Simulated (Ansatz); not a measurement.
Ansatz results at the PBE0-D4/def2-TZVP geometry: HOMO energy (ωB97M-V/def2-TZVPP) -12.58 eV; LUMO energy (PBE/def2-TZVPP) -0.91 eV; size of the dipole moment (PBE/def2-TZVPP) 1.32 D.

Q: Which molecule gave them?
A. `FC1C(F)(F)OC(F)(F)C1(F)F`
B. `FCC(F)C(F)(F)OC(F)F`
C. `CC(F)(F)CF`
D. `FC(F)C(F)(F)CC(F)(F)F`

A: A. The others give `FC(F)C(F)(F)CC(F)(F)F`: -12.44, 0.25, 1.16; `CC(F)(F)CF`: -11.91, 0.32, 1.55; `FCC(F)C(F)(F)OC(F)F`: -12.49, -0.15, 0.82.
